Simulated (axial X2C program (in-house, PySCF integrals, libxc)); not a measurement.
**Nuclear properties of VBr⁺**

Computed with an axial X2C code built on PySCF integrals: two-component X2C with atomic mean-field Coulomb and Gaunt terms, Gaussian nuclei, basis Br dyall-cv3z, V dyall-cv3z with contracted cores.

R = 2.245 Å (near the PBE0 minimum at charge 1 of the determinant lowest at the starting distance; the state shown can have its own minimum elsewhere).

Input and command:
```json
{"zs": [35, 23], "q": 1, "bas": ["dyall-cv3z", "dyall-cv3z"], "r0": 2.48, "levels": ["PBE0", "HF", "PBE", "r2SCAN", "LDA"], "nst": 3}
```
```bash
python soeom.py task.json out
```

Keys: zs atomic numbers; q charge; bas basis sets; r0 starting distance in Å; levels methods; nst determinants followed.

Determinant lowest in the PBE0 search, Ω = 3/2 (⟨Sz⟩ = 1.50, ⟨Lz⟩ = 0.00 at PBE0), spin on the atoms Br -0.11, V 1.61:

```tsv
level	Eeff magnitude (GV/cm)	Ws magnitude Br (kHz)	Ws magnitude V (kHz)	A∥/gI Br (MHz)	qzz Br (a.u.)	A∥/gI V (MHz)	qzz V (a.u.)
PBE0	0.549	0.0972	0.0496	11	0.34	42.4	0.61
HF	0.721	0.134	0.0571	-19.1	0.86	-92	0.40
PBE	0.484	0.0899	0.0412	29.2	-0.03	117	0.71
r2SCAN	0.585	0.117	0.0426	9.73	0.01	111	0.61
LDA	0.481	0.0888	0.0415	25.3	-0.13	134	0.76
```

Determinant 0.28 eV from it at PBE0 and this distance, Ω = 1/2 (⟨Sz⟩ = 1.50, ⟨Lz⟩ = -1.00 at PBE0), spin on the atoms Br -0.09, V 1.59:

```
 level  Eeff magnitude (GV/cm)  Ws magnitude Br (kHz)  A∥/gI Br (MHz)  qzz Br (a.u.)  A∥/gI V (MHz)  qzz V (a.u.)
  PBE0                    0.33                  0.269            -562           1.39          -1120          1.09
    HF                   0.455                  0.353            -305           1.27          -1350          1.26
   PBE                   0.275                  0.221            -650           1.30          -1030          0.96
r2SCAN                   0.342                  0.294            -735           0.94          -1090          1.03
   LDA                    0.26                  0.219            -685           1.43          -1010          0.95
```

Eeff is the effective electric field on the electron electric dipole moment in this Ω state and Ws the scalar–pseudoscalar constant of the nucleus named (defined with the proton number Z and per Ω); A∥ (defined per Ω) follows by multiplying with gI = μI/(I μN); qzz is the electric field gradient, eQq0 = 234.96 MHz × Q/barn × qzz. The operators were transformed with the bare-nucleus X2C matrices; with these basis sets, hyperfine constants and field gradients can be off by tens of per cent, and where levels differ in sign neither size nor sign is settled.

With Q(51V) = -0.052 barn (Q from Pyykkö, Mol. Phys. 2018), turn the PBE0 values of the first state into constants in MHz.

eQq0(51V) = 234.96 × (-0.052) × (0.61) = -7.45 MHz.

Each state is one determinant with collinear spin, which with several unpaired electrons need not be a pure state. Unrestricted Hartree–Fock can overshoot spin polarisation at the nuclei. This is the top spin component of a Σ state; components of lower Ω are not single determinants and can lie lower. With several open shells hyperfine constants can be off by a factor of several. States lie within half an eV, so the first need not be the ground state. The sign of Ws at V differs between levels in the second state. Further determinants of the search, some of them spin-mixed, are not shown. Where a field gradient or hyperfine factor spreads by more than a factor of two over the levels, a constant derived from it is not to be relied on. PBE0 term energies can be off by some tenths of an eV.
